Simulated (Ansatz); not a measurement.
Ansatz (a first-principles code) input file for Al(Me)(H) (CH4Al), SMILES [CH3][AlH+], charge +1, PBE0/def2-TZVPD. Geometry optimised at PBE0-D3(BJ)/def2-TZVP. The spin state was assumed, not searched. The isomer is the one that the SMILES or the coordinates give; other isomers of the formula were not compared.

Ansatz 0.2 input:
```yaml
crystal:
  periodic: [false, false, false]
  atoms:
    - {symbol: Al, position_ang: [0.00000000, 0.00000000, -0.72430560]}
    - {symbol: C, position_ang: [-0.00000000, 0.00000000, 1.17449589]}
    - {symbol: H, position_ang: [0.89014164, -0.51392351, 1.55035558]}
    - {symbol: H, position_ang: [-0.89014163, -0.51392352, 1.55035558]}
    - {symbol: H, position_ang: [0.00000000, 1.02784702, 1.55035558]}
    - {symbol: H, position_ang: [-0.00000000, -0.00000001, -2.28206926]}
basis:
  gaussian:
    orbitals: def2-TZVPD
hamiltonian:
  xc: {name: PBE0}
total_charge: 1
```

Output:

```
WARN ansatz: RAYON_NUM_THREADS=1 ignored (pool sized by the plan → 1); use --threads N
Functional definition: PBE0
integrals: 0.03 GiB planned
672 factors; their error is unknown
mean field: 0.32 GiB planned
mean field evaluation 1: about -7673.4452 eV, gradient 7.8e1 eV
mean field evaluation 2: about -7657.7552 eV, gradient 9.2e1 eV
mean field evaluation 4: about -7687.1283 eV, gradient 1.9e0 eV
mean field evaluation 8: about -7687.1428 eV, gradient 3.1e-2 eV
mean field -7687.14281172 eV, -282.4972877983 hartree, gradient 2.0e-5 eV, S^2 0.000000; 0 other end points of the search recorded, 0 dependent functions left out
reference -7687.14283736 eV, -282.4972887403 hartree; 11, 11 occupied and 105, 105 virtual orbitals, 672 factors
Total energy: -7687.14283736 eV, -282.4972887403 hartree
```

The calculation finished and met its thresholds.
